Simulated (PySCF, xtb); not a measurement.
Ga(H)(Cl)(Me) (CH₄ClGa), SMILES [Cl][GaH][CH3].

Harmonic wavenumbers (cm⁻¹) from xtb with GFN2-xTB at its own minimum, in rising order: 8, 113, 329, 370, 503, 517, 625, 680, 1246, 1421, 1433, 1579, 2932, 2945, 2971.

### Question
What does B3LYP-D3(BJ)/def2-SVP (PySCF 2.14.0) give at its own minimum? (Estimate from the structure and the level; the computed values follow.)

### Answer
18, 147, 399, 404, 571, 611, 715, 774, 1219, 1426, 1429, 1974, 3032, 3123, 3150. Paired by order, the mean absolute difference is 92 cm⁻¹ and the zero-point energies are 25.3 and 27.1 kcal/mol.
